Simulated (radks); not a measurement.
Species: As XXVI. Configuration: [He] 2s2 2p3 5d1 (not the ground configuration).

Calculated with a radial shooting solver on a logarithmic mesh with Libxc functionals: scalar-relativistic Kohn-Sham, LDA (Slater exchange, Perdew-Wang correlation), spin-polarised, spherical densities, finite nucleus; open shells are filled with parallel spins first; Fermi nuclear charge, rms radius 4.0968 fm.

Energy parts (Ry):
part                       energy
total                 -3327.97488
kinetic                3408.14900
electron-nucleus      -7027.82966
Hartree                 367.98731
exchange-correlation    -76.28153

Orbitals (lengths in bohr, moments of r in powers of bohr; r(max) is where P^2 peaks; r(90%) holds 90 % of the orbital's charge):
| orbital | occ. | eigenvalue (Ry) | r(90%) | r(max) | <r> |
|---|---|---|---|---|---|
| 1s up | 1 | -975.6105 | 0.0812 | 0.02976 | 0.04545 |
| 1s down | 1 | -973.8699 | 0.0811 | 0.02973 | 0.04538 |
| 2s up | 1 | -208.2019 | 0.295 | 0.1650 | 0.1925 |
| 2s down | 1 | -205.5178 | 0.297 | 0.1655 | 0.1935 |
| 2p up | 3 | -198.1905 | 0.267 | 0.1305 | 0.1657 |
| 2p down | 0 | -194.9579 | 0.270 | 0.1311 | 0.1669 |
| 5d up | 1 | -27.24925 | 1.82 | 1.373 | 1.292 |
| 5d down | 0 | -26.66374 | 1.84 | 1.383 | 1.306 |

The highest occupied level is 5d up at -370.74 eV. The configuration is held as typed, so some empty levels lie below it. The electron density at the nucleus is 3.578e+04 e/bohr^3 (large components only).
